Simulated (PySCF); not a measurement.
**Excitation energy of Ti⁺ by level of theory**

Ti⁺ [Ar] 3d2 4s1 (4F) → Ti⁺ [Ar] 3d2 4p1 (high-spin determinant), as a difference of total energies. All numbers are calculated (PySCF 2.14, the spin-free X2C one-electron Hamiltonian (Gaussian nucleus), in x2c-TZVPPall (6s5p4d2f1g, 64 functions)). Correlated levels: valence: [Ar] frozen; valence and next inner shell: [Ne] frozen. The calculations carry no spin-orbit coupling.

```json
{"method": "UHF", "excitation energy (eV)": "3.599"}
{"method": "LDA", "excitation energy (eV)": "3.792"}
{"method": "PBE", "excitation energy (eV)": "3.653"}
{"method": "PBE0", "excitation energy (eV)": "3.645"}
{"method": "r2SCAN", "excitation energy (eV)": "3.698"}
{"method": "TPSSh", "excitation energy (eV)": "3.561"}
{"method": "BHandHLYP", "excitation energy (eV)": "3.711"}
{"method": "PBEsol", "excitation energy (eV)": "3.664"}
{"method": "M06", "excitation energy (eV)": "3.445"}
{"method": "MP2 (valence)", "excitation energy (eV)": "3.643"}
{"method": "SCS-MP2 (valence)", "excitation energy (eV)": "3.614"}
{"method": "MP2 (valence and next inner shell)", "excitation energy (eV)": "3.845"}
{"method": "SCS-MP2 (valence and next inner shell)", "excitation energy (eV)": "3.784"}
```

Q: How much does correlation contribute at MP2 (valence and next inner shell)?

A: 3.845 − (3.599) = 0.246 eV, measured against UHF.

A first-order spin-orbit estimate (lowest level to lowest level, LS coupling) adds -0.012 eV.

The basis was made for the ground configuration and has no added diffuse functions, so the excitation energy can come out too high.

The determinant of the upper state mixes LS terms, which raises its energy above the lowest term, most at the Hartree-Fock and MP2 levels.
